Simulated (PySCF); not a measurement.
Fill in the blanks.

Species: C6H4N4.
SMILES: `c1(C=C)ncnc(C#N)n1`

Conformer (atom-mapped SMILES and torsion angles): `[CH2:1]=[CH:2][c:3]1[n:4][cH:5][n:6][c:7]([C:8]#[N:9])[n:10]1`: C1–C2–C3–N4 180°.

| property | level | value |
| --- | --- | --- |
| point group of the GFN2-xTB geometry | GFN2-xTB | Cs |
| rotational constants A, B, C of the GFN2-xTB geometry | GFN2-xTB | ? |
| dipole moment | CAM-B3LYP/def2-SVPD | 4.22 D |
| HOMO energy | CAM-B3LYP/def2-SVPD | -9.71 eV |
| LUMO energy | CAM-B3LYP/def2-SVPD | -1.78 eV |
| lowest singlet excitation | TDDFT CAM-B3LYP/def2-SVPD | 4.36 eV (284 nm, f = 0.000) |
| strongest line among the 8 lowest singlet transitions | TDDFT CAM-B3LYP/def2-SVPD | S6 at 5.42 eV (229 nm, f = 0.461) |
| lowest triplet excitation (Tamm–Dancoff) | TDA CAM-B3LYP/def2-SVPD | ? |
| static isotropic polarisability | CAM-B3LYP/def2-SVPD | 94.2 au |
| electronic spatial extent ⟨r²⟩ about the centre of nuclear charge | CAM-B3LYP/def2-SVPD | ? |

The electronic properties come from PySCF, for the isolated species, density fitting.

**Question.** What are the rotational constants A, B, C of the GFN2-xTB geometry?

**Answer.** 2.430, 1.098, 0.756 GHz.

**Question.** The lowest triplet excitation (Tamm–Dancoff)?

**Answer.** 3.41 eV.

**Question.** The electronic spatial extent ⟨r²⟩ about the centre of nuclear charge?

**Answer.** 1410 bohr².

The 8 singlets span 4.36 to 6.35 eV, and their oscillator strengths add up to 0.71. The principal polarisabilities are 51.8, 106.4 and 124.4 au; their mean is the isotropic value. With B = h/(8π²I), that is 505.379 GHz u Å² over I, the principal moments of inertia are 208.0, 460.2 and 668.2 u Å² (most abundant isotopes); the inertial defect Ic − Ia − Ib is 0.0 u Å² (zero for a rigid planar frame, negative otherwise). The vertical singlet–triplet gap S1 − T1 is 0.95 eV (TDDFT singlet less Tamm–Dancoff triplet; S1: HOMO−1→LUMO, weight 0.76; T1: HOMO→LUMO, weight 0.55, beside HOMO→LUMO+1, weight 0.32). In atomic units the dipole is 1.66 e·bohr (1 au = 2.5417 D).

One conformer stands for the species.
